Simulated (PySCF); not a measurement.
# Relaxation of sextet CoO₂

Computed with UPBE0 in PySCF with Co def2-TZVP, O def2-TZVP; no relativity; density-fitted integrals. A (50,194) grid was used.

A hand-made bent start, of C2v symmetry, held to at least that symmetry:

```xyz
3
charge 0 multiplicity 6, angstrom
Co    0.0000    0.0000   -0.3229
O     1.3106    0.0000    0.5948
O    -1.3106    0.0000    0.5948
```

Optimiser trace:
| step | E − E(last) (kJ/mol) | largest gradient (Eh/bohr) |
| --- | --- | --- |
| 0 | 76.15 | 0.06250 |
| 1 | 33.77 | 0.01844 |
| 2 | 18.26 | 0.01827 |
| 3 | 11.53 | 0.02034 |
| 4 | 8.08 | 0.01691 |
| 5 | 3.02 | 0.00829 |
| 6 | 1.10 | 0.00282 |
| 7 | 0.49 | 0.00193 |
| 8 | 0.27 | 0.00076 |
| 9 | 0.18 | 0.00085 |
| 10 | 0.10 | 0.00048 |
| 11 | 0.06 | 0.00210 |
| 12 | 0.01 | 0.00016 |
| 13 | 0.00 | 0.00036 |
| 14 | 0.00 | 0.00005 |

It ends at D∞h with Co–O 1.726 Å (×2); O–Co–O 180.0°. No frequency check is given, so it may be a saddle point. Other isomers or separated fragments may lie lower.

Final geometry:
```xyz
3
charge 0 multiplicity 6, angstrom
Co    0.0000    0.0000    0.0000
O     1.7265    0.0000    0.0000
O    -1.7265    0.0000    0.0000
```

Other spin states or occupations of the open shell can lie lower.
